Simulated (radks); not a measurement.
Q: The lutetium ion Lu12+, 59 electrons, occupied as [Kr] 4d10 4f11 5s2. All-electron calculation, scalar-relativistic Kohn-Sham, BLYP, spin-unpolarised, spherical densities, point nucleus. Program: a radial shooting solver on a logarithmic mesh with Libxc functionals. Some entries of the table are withheld. Estimate them.

| orbital | occ. | eigenvalue (Ry) | <r^2> (bohr^2) |
|---|---|---|---|
| 1s | 2 | (1) | 0.0005119 |
| 2s | 2 | -808.9422 | 0.007916 |
| 2p | 6 | -713.7518 | 0.006493 |
| 3s | 2 | -196.8149 | 0.05165 |
| 3p | 6 | (2) | (3) |
| 3d | 10 | -133.9818 | 0.04340 |
| 4s | 2 | -52.84768 | 0.2549 |
| 4p | 6 | -43.41043 | 0.2879 |
| 4d | 10 | -31.08817 | 0.3324 |
| 5s | 2 | -19.29166 | 1.173 |
| 4f | 11 | -17.31722 | 0.4337 |
| 5p | 0 | -16.44598 | 1.410 |
| 5d | 0 | -12.67963 | 1.895 |
| 6s | 0 | -10.24357 | 3.818 |

A: 
(1) 1s eigenvalue (Ry): -4666.746
(2) 3p eigenvalue (Ry): -168.2535
(3) 3p <r^2> (bohr^2): 0.05222
